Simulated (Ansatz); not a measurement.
System: C2H6BClO2, charge 0, multiplicity 1. 
Structure (B3LYP-D3(BJ)/def2-TZVP (Ansatz, a quantum-chemistry and plane-wave program) minimum search):
```xyz
12

B     -0.0155    -0.0085    -0.3331
Cl     0.0682     0.0374     1.4650
O     -1.1994    -0.1069    -0.9677
C     -2.4589    -0.1821    -0.3103
O      1.1041     0.0547    -1.0791
C      2.4190     0.1602    -0.5462
H     -3.2184    -0.2534    -1.0860
H     -2.5118    -1.0618     0.3327
H     -2.6379     0.7089     0.2933
H      2.6554    -0.6993     0.0828
H      2.5293     1.0714     0.0435
H      3.1031     0.1901    -1.3917
```

Basis-set convergence of Hartree-Fock and CCSD correlation energies (hartree) with Ansatz. Cores are frozen in the correlated levels unless marked. No spin-orbit coupling. No relativistic terms.

| basis | functions | E(HF) | E(corr, CCSD) |
|---|---|---|---|
| cc-pV(D+d)Z | 123 | -713.29437 | -0.92306 |
| cc-pV(T+d)Z | 273 | -713.39146 | -1.14840 |
| cc-pV(Q+d)Z | 519 | -713.41315 | -1.22301 |

Extrapolating the two largest sets (X = 3 and 4) as X^-3: E(corr) = (64·(-1.22301) - 27·(-1.14840))/37 = -1.2775 Eh, an estimate of the basis-set limit. The largest set recovers 95.7 % of it, the smallest 72.3 %.
